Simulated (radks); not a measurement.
Problem. Spherical quantum dot in the effective-mass picture: electrons in a hard-walled sphere of radius 1.78, all in effective atomic units (hartree* = m*/eps^2 hartree, bohr* = eps/m* bohr), one dielectric constant everywhere. Calculated with a radial shooting solver with Libxc functionals: non-relativistic Kohn-Sham, LDA (Slater exchange, Perdew-Wang correlation), spin-polarised, spherical densities. Levels are named by radial order and angular momentum (1s, 1p, 1d, 2s, ...), and open shells are averaged over m. Results are scaled to m* = 0.138 and eps = 12, for which hartree* = 26.08 meV and bohr* = 4.602 nm. At N = 22 the configuration is 1s2 1p6 1d10 1f(up 4, down 0). Does electron 23 go into 2s down or 1f up or 2s up?

Solution. Into 1f up. The total energies of the other choices lie higher by 2.20 meV (2s up), 3.47 meV (2s down).
